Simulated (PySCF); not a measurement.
**Spinor energies of In⁺ (indium, charge +1)**

Start: [Kr] 4d9 5s2 6s1; 4d3/2 filled at m_j = -3/2, -1/2, +1/2, +3/2; 4d5/2 filled at m_j = -3/2, -1/2, +1/2, +3/2, +5/2; 6s1/2 filled at m_j = +1/2. Calculated with PySCF 2.14 in x2c-SVPall-2c with one added diffuse shell each of s, p type (7s9p4d, 54 functions): generalised Hartree-Fock with the X2C-1e Hamiltonian and a Gaussian nucleus; one run each with spin-orbit coupling (SO) switched off, then screened by Boettger's factors. This is a chosen level, not necessarily the ground level.

```tsv
spinor shell	electrons	ε, spin-free (eV)	ε, screened SO (eV)	weight of nominal j (screened SO)	rms radius, screened SO (bohr)
1s1/2	2	-28101.6	-28099.2	1.000	0.0341
2s1/2	2	-4318.2	-4317.5	1.000	0.139
2p1/2	2	-3872.4	-4018.9	1.000	0.120
2p3/2	4	-3872.4	-3805.2	1.000	0.125
3s1/2	2	-877.42	-877.23	1.000	0.371
3p1/2	2	-727.52	-754.83	1.000	0.364
3p3/2	4	-727.52	-714.88	1.000	0.376
3d3/2	4	-495.27	-500.08	0.999	0.350
3d5/2	6	-495.27	-491.86	0.999	0.353
4s1/2	2	-165.45	-165.40	1.000	0.903
4p1/2	2	-117.66	-123.28	0.988	0.964
4p3/2	4	-117.66	-115.01	0.994	0.987
4d3/2	4	-47.047	-47.829	0.912	1.24
4d5/2	5	-47.047	-46.455	0.930	1.24
5s1/2	2	-23.405	-23.403	1.000	2.53
6s1/2	1	-7.136	-7.135	1.000	6.32
```

| quantity | spin-free | screened SO |
| --- | --- | --- |
| E (hartree) | -5875.87782 | -5877.14191 |
| M_J | 3 | 3 |
| ⟨J²⟩ | 12.003 | 12.003 |
| ⟨L²⟩ | 6.002 | 6.016 |
| ⟨S²⟩ | 2.000 | 2.014 |

Each row is a mean over spinors that exchange with the open shell spreads, by up to 6.136 eV (4p3/2).

Breit and QED terms are absent; they matter most for the inner s and p1/2 levels.

Densities and radii are taken from the X2C orbitals without a picture-change correction, which distorts them close to the nucleus.

Without spin-orbit coupling the j labels of p, d and f shells carry no meaning; the spin-free column gives the mean over the occupied spinors of each nl shell.
